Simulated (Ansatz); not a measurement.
## Relative stability

Two relaxed structures of B$_{2}$SiH$_{5}$O (charge +1), closed shell (PBE0-D4/def2-TZVP; forces vanish, vibrations not checked).

A:

```xyz
9
angstrom
B 1.2051 1.2871 -0.9450
B 0.7437 -0.2650 -0.5519
O -0.3467 -0.5405 0.2726
Si -1.5470 -0.8847 1.1895
H 0.7770 1.8202 -1.9242
H 2.0048 1.8722 -0.2782
H 1.3122 -1.2400 -0.9471
H -1.2907 -0.9910 2.6310
H -2.8585 -1.0582 0.5534
```

B:

```
9
angstrom
B 1.2771 1.4799 -1.0053
B -1.5529 -0.9019 1.1944
O -0.4704 -0.6516 0.3735
Si 0.7613 -0.4157 -0.5590
H 0.7936 1.9827 -1.9679
H 2.0504 2.0350 -0.2934
H 1.4145 -1.6606 -1.0110
H -1.3315 -0.9687 2.3591
H -2.6070 -1.0213 0.6610
```

Computed with Ansatz 0.2.0 (basis: def2-TZVPP); correlated methods freeze the cores. B3LYP uses VWN-RPA correlation.

Which structure is lower at CCSD(T), and by how much? (Judge from chemistry; the value comes from the calculation.)

Computed: B, by 32.1 kJ/mol (electronic energy, against the other). By their contacts, A is B₂SiH₅O ([BH2][BH][O][SiH2]), total charge +1 and B is B₂SiH₅O ([BH2][O][SiH][BH2]), total charge +1.

All methods give the same order:

```csv
method,E(B) − E(A) (kJ/mol)
PBE-D4,-24.1
r2SCAN-D4,-25.0
PBE0-D4,-29.0
B3LYP-D4,-28.5
wB97M-V,-29.6
HF,-36.8
MP2,-32.2
CCSD,-32.6
CCSD(T),-32.1
```

The T1 diagnostic stays at or below 0.017.

Labels in which every atom is bracketed show which atoms are joined, not bond orders.

For scale, one of the runs: CCSD(T)/def2-TZVPP, 205 basis functions, launched by `ansatz run in.yaml --threads 2 --pin off --events-out ev --progress --plain --max-ram 4352MiB`. Hardware: 2 CPU threads of an Intel Xeon Platinum 8259CL, shared host. Wall time 52 s; peak host memory 2.6 GiB.
